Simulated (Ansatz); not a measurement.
Consider the isomerisation: `B/C([SiH3])=C\Cl` → `B[C@H]1C[Si@H]1Cl`.

Isolated molecules relaxed with PBE0-D4/def2-TZVP in Ansatz; ΔE leaves out vibrations. CCSD(T)/CBS adds triple-zeta CCSD(T) − MP2 to the extrapolated MP2 energy (def2 sets, frozen cores). Functionals use def2-TZVPP.

```
            species  PBE0 energy (Eh)
 `B/C([SiH3])=C\Cl`        -853.96381
`B[C@H]1C[Si@H]1Cl`        -854.02132
```

Task: Work out ΔE.

Result: ΔE = (-854.02132) − (-853.96381) = -0.05751 Eh = -1.56 eV. CCSD(T)/CBS gives -1.44 eV.

Largest T1 diagnostic among the species: 0.012.

From PBE to PBE0 (25 % exact exchange), in def2-TZVPP and without D4, ΔE moves by −0.09 eV. In def2-TZVPP, CCSD(T) changes the Hartree–Fock value by −0.27 eV (the triples alone add +0.00 eV) and MP2 by −0.41 eV.
